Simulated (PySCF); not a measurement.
C2H10OSi3, SMILES O[Si@@H]1C[C@H]([SiH3])[SiH2]1.

Coordinates come from a B3LYP-D3(BJ)/def2-SVP optimisation. The structure was generated by enumeration; whether it is a known compound was not checked. Other conformers were not sampled.

Two levels are set side by side: PBE/def2-TZVP (PySCF) and HF/def2-TZVP (PySCF). Same geometry, gas phase. Differences are taken from unrounded values.

```
quantity                        HF    PBE  PBE minus HF
---------------------------  -----  -----  ------------
orbital gap (eV)             12.51   4.98         -7.53
highest occupied level (eV)  -9.86  -6.17          3.68
lowest empty level (eV)       2.65  -1.19         -3.85
dipole moment (D)             0.76   0.74         -0.01
```

Without exact exchange PBE keeps part of each electron's self-repulsion, which lifts occupied levels and narrows the gap. Differences between two approximate levels are no errors against the true value.

Rough cost on one machine, each run with all the roots and properties that it gave: HF against PBE about 1/8.
